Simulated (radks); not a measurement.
Ionisation of neutral lead, [Hg] 6p2, to [Hg] 6p1 as the strength of local exchange is varied. All-electron calculation, Dirac Kohn-Sham, Slater X-alpha exchange (alpha = 2/3 is LDA exchange), no correlation, spin-unpolarised, spherical densities, finite nucleus; open shells fill j = l - 1/2 first; Fermi nuclear charge, rms radius 5.5012 fm. Program: a radial shooting solver on a logarithmic mesh with Libxc functionals.

alpha  E(Pb) (hartree)  exchange (hartree)  IE (eV)  -e of the level emptied (eV)  <r> of it (bohr)
0.625      -20879.7248           -346.5888    6.269                 2.985 (6p1/2)             3.209
0.667      -20903.0291           -370.3107    6.583                 3.248 (6p1/2)             3.153
0.68       -20910.2479           -377.6641    6.682                 3.332 (6p1/2)             3.137
0.695      -20918.5804           -386.1553    6.796                 3.429 (6p1/2)             3.118
0.706      -20924.6932           -392.3865    6.881                 3.501 (6p1/2)             3.105
1.048      -21115.6711           -587.9686    9.749                 6.028 (6p1/2)             2.762

NIST Atomic Spectra Database: 7.417 eV (measured). The Delta-SCF value meets it near alpha = 0.77. Spin polarisation and multiplet splitting are left out, so open shells lie too high by an amount that depends on their filling.

Beside tabulated values, note that spin-unpolarised runs miss the spin-polarisation part of the exchange energy of open shells.
